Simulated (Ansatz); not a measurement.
Input and output for `BC(=C)[O][InH2]`.

```yaml
crystal:
  periodic: [false, false, false]
  atoms:
    - {symbol: B, position_ang: [-1.571965, -0.649944, 1.140504]}
    - {symbol: C, position_ang: [-0.316939, -0.407111, 0.269835]}
    - {symbol: C, position_ang: [0.881503, -0.779170, 0.768408]}
    - {symbol: O, position_ang: [-0.478895, 0.085370, -0.972319]}
    - {symbol: In, position_ang: [0.720637, 1.431493, -1.860399]}
    - {symbol: H, position_ang: [-1.430394, -1.038575, 2.262780]}
    - {symbol: H, position_ang: [-2.668676, -0.464026, 0.702269]}
    - {symbol: H, position_ang: [0.951731, -1.165199, 1.775920]}
    - {symbol: H, position_ang: [1.801164, -0.723007, 0.188262]}
    - {symbol: H, position_ang: [0.315641, 1.534547, -3.508823]}
    - {symbol: H, position_ang: [1.796193, 2.175622, -0.766437]}
basis:
  gaussian: {orbitals: STO-3G}
total_charge: -1
magnetization: {spin_polarized: true, initial_magnetization: 1}
hamiltonian: {xc: {name: B97}}
accuracy: high
```

```sh
$ ansatz run in.yaml --threads 4 --pin off --events-out ev --progress --plain --max-ram 10444MiB
```

Shortened log:

```
Functional definition: B97
1089 factors; integrals over basis functions are off by at most 3.1e-8 eV
mean field evaluation 1: about -159513.4113 eV, gradient 2.0e1 eV
mean field evaluation 2: about -159508.9829 eV, gradient 3.0e1 eV
mean field evaluation 4: about -159516.4847 eV, gradient 1.9e0 eV
mean field evaluation 8: about -159516.5367 eV, gradient 2.0e-1 eV
mean field evaluation 16: about -159516.4320 eV, gradient 3.7e-4 eV
mean field -159516.43200295 eV, -5862.1207519873 hartree, gradient 1.6e-8 eV, S^2 0.776819; 1 other end points of the search recorded, 0 dependent functions left out
reference -159516.43200474 eV, -5862.1207520531 hartree; 41, 40 occupied and 12, 13 virtual orbitals, 1089 factors
Total energy: -159516.43200474 eV, -5862.1207520531 hartree
```

It took 18 s on 4 threads of an Intel Xeon Platinum 8259CL on a shared host, with 0.85 GiB of host memory at the peak.
